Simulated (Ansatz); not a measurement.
Breaking the Be1–H2 bond in BeClH (SMILES [BeH][Cl]) (multiplicity 1 held, fragments rigid). Energies count from the point at 1.323 Å.
Geometry at that point (charge 0, multiplicity 1):
```xyz
3

Be     0.0000     0.0000    -1.3353
H      0.0000     0.0000    -2.6579
Cl     0.0000     0.0000     0.4705
```

R- and RO- levels are restricted; in cc, def2 and unpolarised 6-31G sets they are followed outwards from rest. U- levels take the lowest unrestricted solution at each point, which mixes spins at long bonds. Levels need not reach the same state.

The values were computed with Ansatz (Gaussian orbitals). 

Question: One of these levels gives 5.450 eV for the energy at R = 4.233 Å. Name it.
A) R-wB97X-V/aug-cc-pV(T+d)Z
B) U-r2SCAN/aug-cc-pV(T+d)Z
C) R-B3LYP/aug-cc-pV(T+d)Z

Answer: C, R-B3LYP/aug-cc-pV(T+d)Z. The others give 3.911 (U-r2SCAN/aug-cc-pV(T+d)Z), 6.278 (R-wB97X-V/aug-cc-pV(T+d)Z)

Doubts at one or more of the structures used: a spin-contaminated determinant (U-r2SCAN/aug-cc-pV(T+d)Z); a restricted determinant that unrestricted orbitals would lower (R-B3LYP/aug-cc-pV(T+d)Z, R-wB97X-V/aug-cc-pV(T+d)Z).

Ansatz is an electronic-structure program.
